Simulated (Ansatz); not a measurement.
`[CH3][SnH]([OH])[CH]=O`. The species carries charge 0 and has multiplicity 1. Sn: def2 effective core potential.

```xyz
11

C     0.574   -0.563   -1.600
Sn    0.101   -0.343    0.461
O    -1.734   -1.050    0.665
C    -0.033    1.791    1.022
O     0.855    2.559    0.780
H     1.372    0.127   -1.873
H     0.889   -1.585   -1.804
H    -0.317   -0.336   -2.186
H     1.126   -1.206    1.533
H    -1.871   -1.543    1.476
H    -0.963    2.148    1.526
```

(1) List the harmonic frequencies (cm⁻¹, unscaled) at PBE0-D4/def2-TZVP in Ansatz. (An estimate is asked.)

(2) Is this a minimum?

(3) Give the ideal-gas thermochemistry at 298.15 K and 1 bar (rigid rotor, harmonic oscillator; point group C1, symmetry number 1).

(4) And at 400, 500, 600, 800 and 1000 K?

Answers

(1) Computed: 33, 63, 83, 113, 134, 174, 273, 501, 523, 546, 566, 611, 767, 780, 820, 837, 1225, 1357, 1450, 1452, 1783, 1905, 2821, 3072, 3172, 3174, 3906.

(2) Yes, all 27 modes are real.

(3) Zero-point energy 192.2 kJ/mol; H(298) − E = 218.4 kJ/mol; entropy 404.5 J/(mol·K), of which translation 173.7, rotation 115.3, vibration 115.5; G(298) − E = 97.8 kJ/mol. Modes under 100 cm⁻¹ are hindered rotations or soft bends, so the harmonic entropy is rough.

(4) 
```tsv
T (K)	H − E (kJ/mol)	S (J/mol/K)	G − E (kJ/mol)
400	232.3	444.3	54.6
500	247.5	478.3	8.4
600	264.1	508.5	-41.0
800	300.3	560.4	-148.0
1000	339.7	604.3	-264.6
```
